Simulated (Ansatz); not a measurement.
Consider the atomization: `C[C]1=[CH][AlH]1` → Al• + 3 C• + 5 H•.

Calculated with Ansatz (gas phase, PBE0-D4/def2-TZVP geometries, no zero-point term in ΔE). CCSD(T)/CBS adds triple-zeta CCSD(T) − MP2 to the extrapolated MP2 energy (def2 sets, frozen cores). This one scheme is used for every species, atoms too. DFT in def2-TZVPP. Open shells (•) are unrestricted, without spin–orbit coupling. Spin–orbit coupling would lower the free atoms: a little for Al, C.

```json
{"level": "PBE0-D4", "ΔE (eV)": "35.34"}
{"level": "r2SCANh-D4", "ΔE (eV)": "35.11"}
```

What does CCSD(T)/CBS give? (Estimate.)

Ansatz gave: +35.03 eV. The listed levels differ from it by 0.31, 0.08 eV.

What do rigid-rotor, harmonic-oscillator terms from PBE0-D4/def2-TZVP frequencies (298.15 K, 1 bar) make of the CCSD(T)/CBS value? (Best estimate.)

Computed: ΔZPE = -1.75 eV, ΔH = +33.68 eV, ΔS = 913 J/(mol·K), ΔG = +30.87 eV. Open shells count their whole term as degenerate.

Largest T1 diagnostic among the species: 0.018.

In def2-TZVPP, CCSD(T) changes the Hartree–Fock value by +8.27 eV (the triples alone add +0.57 eV) and MP2 by +8.89 eV; breaking electron pairs costs correlation energy, which Hartree–Fock lacks. From BLYP to BHLYP (50 % exact exchange), in def2-TZVPP and without D4, ΔE moves by −0.66 eV: exact exchange takes away binding that semilocal exchange gives to molecules.

For atomizations the MP2-based limit and the directly extrapolated one differ by several kJ/mol either way, and by 10 to 25 for some Ge, Se and Sn compounds, so smaller differences from it don't rank the levels.
